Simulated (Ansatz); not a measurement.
CuPNH₅⁺, that is Cu(PH3)(NH2) with one electron fewer. Total charge 1; doublet. Geometry PBE-D4/def2-TZVP; atoms count from 1.

```csv
atom,x (Å),y (Å),z (Å)
Cu1,0.188,-0.458,-0.159
P2,-0.609,1.507,0.547
H3,-0.104,2.665,-0.091
H4,-0.394,1.821,1.911
H5,-2.006,1.704,0.429
N6,0.834,-2.064,-0.750
H7,0.340,-2.962,-0.698
H8,1.751,-2.213,-1.189
```

(1) Estimate the Mulliken populations from the PBE0/def2-TZVP orbitals of Ansatz.

(2) Where does the spin sit?

(3) And the Mayer bond orders between heavy atoms (over 0.3)?

Answers

(1) 
```json
{"atom": "Cu1", "charge (e)": "0.12", "spin (α − β)": "0.10", "d electrons": "9.74"}
{"atom": "P2", "charge (e)": "0.06", "spin (α − β)": "-0.01", "d electrons": "–"}
{"atom": "H3", "charge (e)": "0.17", "spin (α − β)": "0.00", "d electrons": "–"}
{"atom": "H4", "charge (e)": "0.17", "spin (α − β)": "0.00", "d electrons": "–"}
{"atom": "H5", "charge (e)": "0.17", "spin (α − β)": "0.00", "d electrons": "–"}
{"atom": "N6", "charge (e)": "-0.30", "spin (α − β)": "0.96", "d electrons": "–"}
{"atom": "H7", "charge (e)": "0.31", "spin (α − β)": "-0.03", "d electrons": "–"}
{"atom": "H8", "charge (e)": "0.31", "spin (α − β)": "-0.03", "d electrons": "–"}
```
Mulliken values depend strongly on the basis.

(2) Summed by element: Cu 0.10, P -0.01, H -0.05, N 0.96, of 1 unpaired in all. Largest on single atoms: N6 0.96, Cu1 0.10, H7 -0.03.

(3) Cu1–P2 0.89 (2.24 Å); Cu1–N6 0.84 (1.83 Å).
